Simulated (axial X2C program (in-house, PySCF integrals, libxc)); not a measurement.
Potential curves of SeF⁺, spin-free

Computed with an axial X2C code built on PySCF integrals. Spin-free means the one-electron spin-free X2C Hamiltonian. Basis: Se dyall-v3z [8s9p6d1f], F dyall-v3z [6s5p2d1f] (cores contracted in-house); Gaussian nuclei, density fitting, unrestricted open shells. Masses: Se 79.917 u, F 18.998 u.

State: M_S = 1, Λ = 0 (beyond evenly filled blocks: π+α, π-α). Energies in cm⁻¹ from the fragments at the same level (Se+ + F). Fits are polynomials in 1 − R0/R over 0.85 to 1.23 times the lowest point R0.

```json
{"R (Å)": "1.4494", "B3LYP": "-16394", "PBE0": "-16437", "TPSS": "-17534"}
{"R (Å)": "1.5161", "B3LYP": "-23070", "PBE0": "-22782", "TPSS": "-24404"}
{"R (Å)": "1.5660", "B3LYP": "-25975", "PBE0": "-25448", "TPSS": "-27450"}
{"R (Å)": "1.6160", "B3LYP": "-27548", "PBE0": "-26789", "TPSS": "-29163"}
{"R (Å)": "1.6660", "B3LYP": "-28096", "PBE0": "-27113", "TPSS": "-29845"}
{"R (Å)": "1.7243", "B3LYP": "-27762", "PBE0": "-26531", "TPSS": "-29662"}
{"R (Å)": "1.7826", "B3LYP": "-26663", "PBE0": "-25198", "TPSS": "-28707"}
{"R (Å)": "1.8576", "B3LYP": "-24481", "PBE0": "-22738", "TPSS": "-26700"}
{"R (Å)": "1.9492", "B3LYP": "-21104", "PBE0": "-19066", "TPSS": "-23523"}
{"R (Å)": "2.0825", "B3LYP": "-15618", "PBE0": "-13301", "TPSS": "-18283"}
```

Occupations by symmetry block were frozen at the best pattern of an incomplete PBE0 search. Dissociation energies refer to the lowest single-determinant-based atoms at the same level and basis.

**Question.** Fit the B3LYP curve near its minimum: give the equilibrium distance, the harmonic wavenumber and the well depth.

**Answer.** At B3LYP, spin-free: Re = 1.674 Å, ωe ≈ 808 cm⁻¹, De = 3.48 eV to Se+ + F; Be follows as 0.392 cm⁻¹.

**Question.** What are Re, ωe and De at the PBE0 level?

**Answer.** At PBE0, spin-free: Re = 1.660 Å, ωe ≈ 836 cm⁻¹, De = 3.36 eV to Se+ + F; Be follows as 0.399 cm⁻¹.

**Question.** Fit the TPSS curve near its minimum: give the equilibrium distance, the harmonic wavenumber and the well depth.

**Answer.** At TPSS, spin-free: Re = 1.683 Å, ωe ≈ 791 cm⁻¹, De = 3.71 eV to Se+ + F; Be follows as 0.388 cm⁻¹.
